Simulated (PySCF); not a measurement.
Delta-SCF ions had no search for a lower state. Excitations are Tamm–Dancoff values on a coarser integration grid. The basis has no diffuse functions, so Rydberg states are missing or too high.

Cartesian coordinates (Å):
SMILES: C=[SiH]B(O)O
```xyz
10

C      2.1148     0.2936     0.5730
Si     0.8074     0.6475    -0.4687
B     -1.0057    -0.2026    -0.2545
O     -1.1768    -1.0681     0.7816
O     -1.9682     0.1329    -1.1590
H      3.0985     0.7382     0.4720
H      2.0044    -0.4075     1.3932
H      1.0022     1.6138    -1.5781
H     -2.0505    -1.4623     0.8628
H     -2.8262    -0.2854    -1.0379
```
Charge 0, spin multiplicity 1.

**Question.** Predict the brightest of the four lowest singlets (TDA), HOMO–LUMO gap, S1–T1 gap (TDA), S1 oscillator strength, LUMO, vertical ionisation energy (Delta-SCF), dipole moment and total energy from PySCF 2.14.0 with ωB97X-D3(BJ)/def2-TZVP // PBE0-D3(BJ)/def2-TZVP.

**Answer.** 
```
Item                                               Result
-------------------------------------------  ------------
brightest of the four lowest singlets (TDA)       5.10 eV
HOMO–LUMO gap                                     9.03 eV
S1–T1 gap (TDA)                                   2.65 eV
S1 oscillator strength                              0.381
LUMO                                              0.59 eV
vertical ionisation energy (Delta-SCF)            8.21 eV
dipole moment                                      3.96 D
total energy                                 -506.1363 Ha
```
